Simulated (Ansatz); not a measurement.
**CHBr2Cl (SMILES ClC(Br)Br): the vertical energy of the triplet above the singlet from total energies**

The species is CHBr2Cl (5 atoms), meant as a singlet with charge 0. SMILES: `ClC(Br)Br`. The coordinates come from a PBE0-D4/def2-TZVP relaxation.

Both states at this one shape; open shells run unrestricted unless said. 1 Eh = 27.2114 eV.

```
                             level  program  singlet CHBr2Cl (Eh)  triplet CHBr2Cl (Eh)
                      PBE/def2-SVP   Ansatz          -5645.394641          -5645.228284
                   revPBE/def2-SVP   Ansatz          -5645.866569          -5645.700335
B3LYP/6-31G* (spherical functions)   Ansatz          -5646.627080          -5646.455945
```

**Question.** Work out the vertical gap, second state less first, at each level.

**Answer.** 
1. PBE/def2-SVP: -5645.228284 − (-5645.394641) = 0.166357 Eh = 4.53 eV.
2. revPBE/def2-SVP: -5645.700335 − (-5645.866569) = 0.166234 Eh = 4.52 eV.
3. B3LYP/6-31G* (spherical functions): -5646.455945 − (-5646.627080) = 0.171135 Eh = 4.66 eV.

No measured value is set beside it here; the levels span 4.52 to 4.66 eV. Spin-orbit coupling is left out. All-electron rows are non-relativistic unless named.
